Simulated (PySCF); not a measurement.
# Adding and removing an electron: GeTe

B97-3; Ge def2-TZVPPD, Te def2-TZVPPD with ECP28; scalar-relativistic core potentials (PySCF 2.14). Neutral (UKS): singlet (closed shell), Re = 2.350 Å, ωe = 330 cm⁻¹, De = 4.35 eV, HOMO -7.03 eV, LUMO -2.48 eV.

GeTe⁺ (UKS): doublet (π ↑), Re = 2.503 Å, ωe = 266 cm⁻¹, De = 3.30 eV to Ge⁺ + Te. The energies at the minima are -2344.93694 hartree for GeTe and -2344.61332 for GeTe⁺.

Task: Work out the adiabatic ionisation energy, without and with harmonic zero-point energies (1 hartree = 27.2114 eV, 1 eV = 8065.5 cm⁻¹), and the change of the bond length.

Result: At B97-3: 0.32362 hartree = 8.806 eV between the minima; the zero-point term (266.0 − 330.0)/2 cm⁻¹ = -0.004 eV makes it 8.802 eV. Re changes by +15.3 pm against the neutral. Minus the HOMO energy is 7.03 eV, -1.78 eV from the value between the minima; self-interaction puts the Kohn–Sham level too high, less so with exact exchange. The electron leaves a π orbital, and the longer bond of the ion fits a bonding orbital, or a change in how ionic the bond is.

These are scalar-relativistic numbers at best; spin–orbit coupling would shift them, the dissociation energy most. For an ion De counts to the pair picked by the measured ionisation energies or electron affinities, which need not be the lowest pair at this level. States were picked by a PBE0 search and need not be the measured ground states.
